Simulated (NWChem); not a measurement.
System: SnBrF, singlet; SMILES [Br][Sn][F]

```xyz
3

Sn     0.3255     0.8780     0.0000
F     -1.5421     1.4530     0.0000
Br    -0.0684    -1.6279     0.0000
```
Atoms are numbered in this order, from 1.

Low-valent species are run as closed-shell singlets; no triplet was tried in these runs. The geometry was optimised at PBE0/def2-SVP. Not confirmed as a minimum by frequencies. def2 effective core potentials on Sn; no spin-orbit coupling.

Symmetry labels are those of Cs in the frame above (b1 and b2, or b-type labels, depend on it).

Q: List the 4 lowest vertical singlet excitations from CAM-B3LYP/def2-SVPD with def2 effective core potentials on Sn, TDA (NWChem).

A: 
| state | energy (eV) | oscillator strength | symmetry | leading excitation (squared amplitude) |
|---|---|---|---|---|
| S1 | 4.06 | 0.036 | a" | HOMO → LUMO (0.96) |
| S2 | 4.35 | 0.012 | a" | HOMO−1 → LUMO (0.97) |
| S3 | 4.81 | 0.018 | a' | HOMO−2 → LUMO (0.90) |
| S4 | 6.24 | 0.036 | a' | HOMO−1 → LUMO+1 (0.42) |
